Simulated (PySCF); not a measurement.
PySCF 2.14 output of an unrestricted PBE0 calculation on a single atom or ion in cc-pVTZ-PP with ECP60MDF (5s5p4d2f1g, 63 functions), with a scalar-relativistic core potential:

```
SCF conv_tol = 1e-09
number electrons alpha = 10  beta = 8
    C. Adamo and V. Barone.,  J. Chem. Phys. 110, 6158 (1999)
    M. Ernzerhof and G. E. Scuseria.,  J. Chem. Phys. 110, 5029 (1999)
cycle= 1 E= -119.366874361762  delta_E= -0.00891  |g|= 0.0426  |ddm|= 0.122
cycle= 2 E= -119.366825100594  delta_E= 4.93e-05  |g|= 0.0453  |ddm|= 0.0492
cycle= 3 E= -119.36749220109  delta_E= -0.000667  |g|= 0.00436  |ddm|= 0.0251
cycle= 4 E= -119.367498360843  delta_E= -6.16e-06  |g|= 0.000482  |ddm|= 0.00308
cycle= 5 E= -119.367499044387  delta_E= -6.84e-07  |g|= 0.000267  |ddm|= 0.00202
cycle= 6 E= -119.367499660575  delta_E= -6.16e-07  |g|= 0.000181  |ddm|= 0.00252
cycle= 7 E= -119.367500299588  delta_E= -6.39e-07  |g|= 4.52e-05  |ddm|= 0.00577
cycle= 8 E= -119.36750030567  delta_E= -6.08e-09  |g|= 1.04e-06  |ddm|= 0.000587
cycle= 9 E= -119.367500305673  delta_E= -2.19e-12  |g|= 1.18e-07  |ddm|= 7e-06
converged SCF energy = -119.367500305673  <S^2> = 2.0012213  2S+1 = 3.0008141
```

The run itself started from symmetry-adapted Hartree-Fock orbitals and held the occupation by maximum overlap, on a logarithmic radial grid, so the iterations belong to that start.

Which element, charge and spin multiplicity is this?

Pt (platinum, neutral), multiplicity 3; the state was [Xe] 4f14 5d9 6s1, high-spin 3D determinant.

Energies and moments cover only the electrons outside the core potential. Spin-orbit coupling, absent here, splits the open shell strongly.
